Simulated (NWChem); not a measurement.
System: SiBiH5; SMILES [SiH3][BiH2]

Here is an NWChem input.

```
start job
memory heap 200 mb stack 900 mb global 1100 mb
geometry units angstroms noautoz
  Bi     0.016729     0.468061     0.007922
  H     -1.252282     0.451119    -1.264758
  H     -1.252370     0.442262     1.280442
  Si     0.019841    -2.206714     0.001380
  H     -1.358781    -2.780967    -0.020800
  H      0.729674    -2.697507     1.223421
  H      0.766388    -2.692850    -1.200513
end
basis spherical
  * library def2-svp
end
ecp
  Bi library def2-ecp
end
dft
  xc xtpss03 ctpss03
  iterations 150
  mulliken
end
task dft energy
```

Output (shortened):

```
             Northwest Computational Chemistry Package (NWChem) 7.3.0
             --------------------------------------------------------

 C1  symmetry detected

                             Geometry "geometry" -> ""
                             -------------------------

 Output coordinates in angstroms (scale by  1.889725989 to convert to a.u.)

  No.       Tag          Charge          X              Y              Z
 ---- ---------------- ---------- -------------- -------------- --------------
    1 Bi                  83.0000     0.00054904    -0.46127425     0.02635955
    2 H                    1.0000    -1.29846523    -0.44885234    -1.21573463
    3 H                    1.0000     1.24618492    -0.44615526    -1.26930541
    4 Si                  14.0000     0.00020885     2.21347942     0.01345773
    5 H                    1.0000    -0.04960891     2.77951817    -1.36783710
    6 H                    1.0000     1.23801369     2.70555580     0.69450462
    7 H                    1.0000    -1.18461852     2.70698451     0.78212166

 Effective nuclear repulsion energy (a.u.)     337.7312228814

                                 NWChem DFT Module
                                 -----------------

 Summary of "ao basis" -> "ao basis" (spherical)
 ------------------------------------------------------------------------------
       Tag                 Description            Shells   Functions and Types
 ---------------- ------------------------------  ------  ---------------------
 Bi                         def2-svp                10       26   4s4p2d
 H                          def2-svp                 3        5   2s1p
 Si                         def2-svp                 8       18   4s3p1d

            General Information
            -------------------
          SCF calculation type: DFT
          Wavefunction type:  closed shell.
          No. of atoms     :     7
          No. of electrons :    42
           Alpha electrons :    21
            Beta electrons :    21
          Charge           :     0
          Spin multiplicity:     1
          Use of symmetry is: off; symmetry adaption is: off
          Maximum number of iterations: 150
          AO basis - number of functions:    69
                     number of shells:    33
          Convergence on energy requested:  1.00D-06
          Convergence on density requested:  1.00D-05
          Convergence on gradient requested:  5.00D-04

              XC Information
              --------------
                  TPSS metaGGA Exchange Functional  1.000
             TPSS03 metaGGA Correlation Functional  1.000

             Grid Information
             ----------------
          Grid used for XC integration:  medium
          Radial quadrature: Mura-Knowles
          Angular quadrature: Lebedev.
          Tag              B.-S. Rad. Rad. Pts. Rad. Cut. Ang. Pts.
          ---              ---------- --------- --------- ---------
          Bi                  1.60      123          10.0       590
          H                   0.35       45          11.0       434
          Si                  1.10       88          10.0       590
          Grid pruning is: on
          Number of quadrature shells:   436
          Spatial weights used:  Erf1

      Superposition of Atomic Density Guess
      -------------------------------------

 Sum of atomic energies:        -536.65395200

      Non-variational initial energy
      ------------------------------

 Total energy =    -505.076442
 1-e energy   =    -992.711205
 2-e energy   =     378.741164
 HOMO         =      -0.269442
 LUMO         =       0.037857

     ---------------------------------------------
      Total Density - Mulliken Population Analysis
     ---------------------------------------------

    Atom       Charge   Shell Charges
 -----------   ------   -------------------------------------------------------
    1 Bi  23    22.87   2.92 -0.87  1.15  0.66  4.70  1.29  1.57  1.40  9.74  0.31
    2 H    1     1.06   0.62  0.43  0.01
    3 H    1     1.06   0.62  0.43  0.01
    4 Si  14    13.81   2.00  1.99  1.02  0.32  5.94  1.12  1.33  0.09
    5 H    1     1.06   0.69  0.36  0.01
    6 H    1     1.07   0.69  0.36  0.01
    7 H    1     1.07   0.69  0.36  0.01

   convergence    iter        energy       DeltaE   RMS-Dens  Diis-err
 ---------------- ----- ----------------- --------- --------- ---------
 d= 0,ls=0.0,diis     1   -506.9592126909 -6.16D+02  1.27D-02  1.46D-01
 d= 0,ls=0.0,diis     2   -506.9787812636 -1.96D-02  4.68D-03  2.13D-02
 d= 0,ls=0.0,diis     3   -506.9810793943 -2.30D-03  2.04D-03  1.13D-02
 d= 0,ls=0.0,diis     4   -506.9833562736 -2.28D-03  5.65D-04  4.85D-04
 d= 0,ls=0.0,diis     5   -506.9834566313 -1.00D-04  1.08D-04  2.45D-05
  Resetting Diis
 d= 0,ls=0.0,diis     6   -506.9834609910 -4.36D-06  2.15D-05  1.05D-06
 d= 0,ls=0.0,diis     7   -506.9834612300 -2.39D-07  9.08D-06  4.67D-08

         Total DFT energy =     -506.983461230011
      One electron energy =     -994.197284982015
           Coulomb energy =      418.153166859843
    Exchange-Corr. energy =      -39.832941680030
 Nuclear repulsion energy =      108.893598572191

 Numeric. integr. density =       42.000015857483

                       DFT Final Molecular Orbital Analysis
                       ------------------------------------

 Vector   19  Occ=2.000000D+00  E=-2.940659D-01
              MO Center= -7.1D-03,  4.8D-02, -5.6D-01, r^2= 4.2D+00
   Bfn.  Coefficient  Atom+Function         Bfn.  Coefficient  Atom+Function
  ----- ------------  ---------------      ----- ------------  ---------------
    11      0.357691  1 Bi px                27     -0.286676  2 H  s
    32      0.286832  3 H  s                 28     -0.186979  2 H  s
    33      0.187100  3 H  s                  5     -0.185653  1 Bi px
    14      0.179814  1 Bi px                60     -0.147288  6 H  s
    65      0.144317  7 H  s                 20     -0.130242  1 Bi d  1

 Vector   20  Occ=2.000000D+00  E=-2.691872D-01
              MO Center= -6.6D-03,  1.2D-01, -2.5D-01, r^2= 3.9D+00
   Bfn.  Coefficient  Atom+Function         Bfn.  Coefficient  Atom+Function
  ----- ------------  ---------------      ----- ------------  ---------------
    13      0.363888  1 Bi pz                27     -0.237649  2 H  s
    32     -0.237669  3 H  s                  3      0.221679  1 Bi s
    16      0.207384  1 Bi pz                 7     -0.188451  1 Bi pz
     4      0.180287  1 Bi s                 28     -0.174900  2 H  s
    33     -0.175128  3 H  s                 12      0.168663  1 Bi py

 Vector   21  Occ=2.000000D+00  E=-2.361583D-01
              MO Center= -4.7D-04,  3.0D-01, -1.2D-02, r^2= 4.1D+00
   Bfn.  Coefficient  Atom+Function         Bfn.  Coefficient  Atom+Function
  ----- ------------  ---------------      ----- ------------  ---------------
    12      0.396569  1 Bi py                 3     -0.280035  1 Bi s
    15      0.266486  1 Bi py                45     -0.255545  4 Si py
    48     -0.243719  4 Si py                 4     -0.202339  1 Bi s
     6     -0.201278  1 Bi py                13     -0.186416  1 Bi pz
     1      0.180899  1 Bi s                 16     -0.144621  1 Bi pz

 Vector   22  Occ=0.000000D+00  E=-3.482718D-02
              MO Center= -4.0D-03,  2.6D-01, -1.0D-01, r^2= 5.6D+00
   Bfn.  Coefficient  Atom+Function         Bfn.  Coefficient  Atom+Function
  ----- ------------  ---------------      ----- ------------  ---------------
    15      0.830866  1 Bi py                48      0.658777  4 Si py
    40     -0.621211  4 Si s                 39     -0.387186  4 Si s
    12      0.347369  1 Bi py                16      0.342107  1 Bi pz
    56      0.265889  5 H  s                 28      0.257245  2 H  s
    33      0.248894  3 H  s                 45      0.225481  4 Si py

 Vector   23  Occ=0.000000D+00  E=-2.932506D-02
              MO Center= -3.9D-03, -3.2D-01, -1.3D-01, r^2= 4.4D+00
   Bfn.  Coefficient  Atom+Function         Bfn.  Coefficient  Atom+Function
  ----- ------------  ---------------      ----- ------------  ---------------
    14      0.941503  1 Bi px                28      0.696814  2 H  s
    33     -0.693274  3 H  s                 11      0.395316  1 Bi px
    27      0.231854  2 H  s                 32     -0.231177  3 H  s
     5     -0.191363  1 Bi px                20      0.175749  1 Bi d  1
    61     -0.131298  6 H  s                 66      0.119654  7 H  s

 Vector   24  Occ=0.000000D+00  E=-1.286411D-02
              MO Center= -4.1D-04,  1.0D-01, -1.1D-01, r^2= 5.8D+00
   Bfn.  Coefficient  Atom+Function         Bfn.  Coefficient  Atom+Function
  ----- ------------  ---------------      ----- ------------  ---------------
     4      0.975558  1 Bi s                 16     -0.883650  1 Bi pz
    33     -0.829478  3 H  s                 28     -0.820196  2 H  s
    48      0.603214  4 Si py                40     -0.532965  4 Si s
    15      0.520013  1 Bi py                 3      0.461887  1 Bi s
     1     -0.299280  1 Bi s                 56     -0.293623  5 H  s

     ---------------------------------------------
      Total Density - Mulliken Population Analysis
     ---------------------------------------------

    Atom       Charge   Shell Charges
 -----------   ------   -------------------------------------------------------
    1 Bi  23    22.85   2.93 -0.87  1.29  0.54  4.71  1.30  1.72  1.16  9.67  0.40
    2 H    1     1.07   0.68  0.38  0.01
    3 H    1     1.07   0.68  0.38  0.01
    4 Si  14    13.83   2.00  1.98  1.06  0.27  5.93  1.30  1.17  0.12
    5 H    1     1.05   0.74  0.30  0.01
    6 H    1     1.06   0.74  0.31  0.01
    7 H    1     1.06   0.74  0.31  0.01

     -------------------------------------------
      Total Density - Lowdin Population Analysis
     -------------------------------------------

    Atom       Charge   Shell Charges
 -----------   ------   -------------------------------------------------------
    1 Bi  23    22.82   1.48  0.48  1.04  0.71  4.09  1.69  1.70  1.53  9.27  0.84
    2 H    1     1.09   0.60  0.45  0.03
    3 H    1     1.09   0.60  0.45  0.03
    4 Si  14    13.74   2.00  1.94  0.71  0.38  5.82  1.31  1.41  0.19
    5 H    1     1.08   0.64  0.41  0.03
    6 H    1     1.09   0.65  0.42  0.03
    7 H    1     1.09   0.65  0.42  0.03

     Multipole analysis of the density
     ---------------------------------

     L   x y z        total         alpha         beta         nuclear
     -   - - -        -----         -----         ----         -------
     0   0 0 0      0.000000    -21.000000    -21.000000     42.000000

     1   1 0 0      0.006186      0.034219      0.034219     -0.062252
     1   0 1 0     -0.245342    -26.273129    -26.273129     52.300916
     1   0 0 1      0.317337      1.653038      1.653038     -2.988740

     2   2 0 0    -34.816302    -28.438198    -28.438198     22.060094
     2   1 1 0     -0.002171     -0.058859     -0.058859      0.115547
     2   1 0 1     -0.013995     -0.003997     -0.003997     -0.006001
     2   0 2 0    -35.601465   -189.677340   -189.677340    343.753215
     2   0 1 1     -0.097439     -2.626417     -2.626417      5.155395
     2   0 0 2    -35.523378    -28.604677    -28.604677     21.685976
```

Level: TPSS/def2-SVP with def2 effective core potentials on Bi. Coordinates come from a PBE0/def2-SVP optimisation. def2 effective core potentials on Bi; no spin-orbit coupling.
